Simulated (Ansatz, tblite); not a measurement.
Cost and result up the ladder for the cluster NbS3⁻ (the lowest singlet isomer of a short search) (4 atoms). Charge -1, multiplicity 1. Geometry: PBE-D4/def2-SVPD.

```xyz
4

Nb   -0.274   -0.373    0.131
S     1.688   -1.211   -0.498
S    -0.086    0.945    1.914
S    -1.327    0.638   -1.547
```

Ansatz on 4 threads of Arm Neoverse V2 on a shared host; xTB runs through tblite on one thread. Times are rough, summed over both states, and most runs start from the orbitals of an earlier one. ωB97X-V/def2-TZVPD serves as the yardstick here, not as an exact answer. The other state is a triplet at its own geometry.

In the def2 sets Nb takes a core potential; there is no spin–orbit coupling. The xTB rows come from tblite. B3LYP takes the VWN-RPA correlation. HSE06 is defined as in plane-wave codes, on full-range PBE exchange. Correlated methods freeze 15 core orbitals; core or outer-core shells of Nb are correlated, in sets that lack core-valence functions. The structure comes from a short search, and lower isomers may exist.

Run but left out: HF/STO-3G (singlet: restricted singlet, unstable in another Hartree–Fock run and untested here); HF/def2-TZVPD, MP2/def2-TZVPD (singlet: restricted singlet, unstable towards broken spin symmetry).

Correlated methods converge slowly with the basis.

xTB has no spin-polarisation term.

| level | functions | wall time | triplet − singlet (eV) | difference from ωB97X-V/def2-TZVPD (eV) |
| --- | --- | --- | --- | --- |
| GFN1-xTB | 36 | 0.006 s | 0.91 | -0.11 |
| GFN2-xTB | 36 | 0.013 s | 0.71 | -0.31 |
| PBE-D4/def2-TZVPD | 178 | 4.7 s | 0.86 | -0.16 |
| revPBE-D4/def2-TZVPD (with forces) | 178 | 5.3 s | 0.86 | -0.16 |
| B3LYP-D4/def2-TZVPD | 178 | 8.3 s | 0.80 | -0.22 |
| HSE06-D4/def2-TZVPD | 178 | 8.4 s | 0.87 | -0.15 |
| PBE0-D4/def2-TZVPD | 178 | 8.7 s | 0.87 | -0.15 |
| RPA@PBE/def2-TZVPD | 178 | 9.2 s | 0.72 | -0.30 |
| r2SCAN-D4/def2-TZVPD | 178 | 13 s | 0.79 | -0.23 |
| r2SCANh-D4/def2-TZVPD | 178 | 14 s | 0.79 | -0.23 |
| ωB97X-V/def2-TZVPD | 178 | 46 s | 1.02 | 0.00 |
